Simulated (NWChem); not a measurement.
Molecule: CH5BeN; SMILES [CH3][Be][NH2]

```xyz
8

Be    -0.0057     0.0678     0.0014
C     -0.0016    -1.6113    -0.0017
H     -0.5042    -2.0418     0.8818
H      1.0271    -2.0154     0.0001
H     -0.4982    -2.0343    -0.8924
N     -0.0001     1.5723    -0.0002
H     -0.8217     2.1678     0.0003
H      0.8262     2.1614    -0.0063
```
Atoms are numbered in this order, from 1.

Structure relaxed at the PBE0/def2-SVP level.

 Unshifted, non-relativistic core excitations; the lowest 4 roots alone, so stronger bands may lie above.

Question: List the first N K-edge excitations from PBE/def2-TZVP, restricted-window TDA (NWChem).

Answer: 
| state | energy (eV) | dipole oscillator strength | leading excitation (squared amplitude) |
|---|---|---|---|
| S1 | 379.0 | 0.0000 | 1s of atom 6 or its equivalents → LUMO (0.99) |
| S2 | 379.3 | 0.0002 | 1s of atom 6 or its equivalents → LUMO+1 (1.00) |
| S3 | 380.3 | 0.0113 | 1s of atom 6 or its equivalents → LUMO+2 (1.00) |
| S4 | 380.7 | 0.0041 | 1s of atom 6 or its equivalents → LUMO+3 (0.99) |
